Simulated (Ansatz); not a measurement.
Geometry optimisation, Ansatz 0.2.0, RHF/def2-SVP.

input.yaml

```yaml
crystal:
  periodic: [false, false, false]
  atoms:
    - { symbol: C, position_ang: [-2.0878, 1.4604, -0.3338] }
    - { symbol: C, position_ang: [-1.1511, 0.758, 0.3831] }
    - { symbol: C, position_ang: [-0.1811, 0.038, 0.7345] }
    - { symbol: C, position_ang: [1.1039, -0.7817, 0.8293] }
    - { symbol: Si, position_ang: [1.8151, -1.2256, -0.8179] }
    - { symbol: O, position_ang: [-0.9749, 0.5565, 1.7317] }
    - { symbol: H, position_ang: [-1.9192, 1.4543, -1.4176] }
    - { symbol: H, position_ang: [-3.1002, 1.1261, -0.1667] }
    - { symbol: H, position_ang: [-2.1223, 2.5762, -0.0106] }
    - { symbol: H, position_ang: [0.7768, -1.7233, 1.3729] }
    - { symbol: H, position_ang: [1.7673, -0.288, 1.4767] }
    - { symbol: H, position_ang: [2.2611, 0.0179, -1.5026] }
    - { symbol: H, position_ang: [2.9624, -2.0444, -0.602] }
    - { symbol: H, position_ang: [0.837, -1.9536, -1.6481] }
basis:
  gaussian: { orbitals: def2-SVP }
hamiltonian:
  xc: hf
relax:
  f_tol: 0.015
  max_steps: 40
output:
  orbitals: {}
```

Launched with:

```bash
$ ansatz run input.yaml --threads 2 --pin off --max-ram 3072MiB --backend cpu --events-out ev --progress --plain --runs-dir out
```

Problem. Where does it end, and by what steps?

Solution. The run converged. After 6 steps the energy has fallen by 0.735 eV; O6 moved furthest, 0.15 Å.

| step | energy less start (eV) | largest force component (eV/Å) | accepted |
| --- | --- | --- | --- |
| 0 | 0.0000 | 5.030 | yes |
| 1 | -0.6132 | 2.261 | yes |
| 2 | -0.7294 | 0.226 | yes |
| 3 | -0.7338 | 0.063 | yes |
| 4 | -0.7345 | 0.040 | yes |
| 5 | -0.7347 | 0.032 | yes |
| 6 | -0.7350 | 0.013 | yes |

```xyz
14
Properties=species:S:1:pos:R:3
C -2.098 1.499 -0.375
C -1.123 0.752 0.429
C -0.157 0.048 0.802
C 1.044 -0.794 0.855
Si 1.800 -1.205 -0.839
O -1.029 0.567 1.866
H -1.857 1.433 -1.435
H -3.098 1.097 -0.207
H -2.099 2.547 -0.071
H 0.795 -1.727 1.372
H 1.796 -0.295 1.474
H 2.205 0.038 -1.536
H 2.991 -2.059 -0.628
H 0.817 -1.930 -1.678
```

Run time: 24 s on 2 threads of Intel(R) Xeon(R) Platinum 8375C CPU @ 2.90GHz (Ice Lake), with other jobs on the host, peak memory 0.31 GiB.
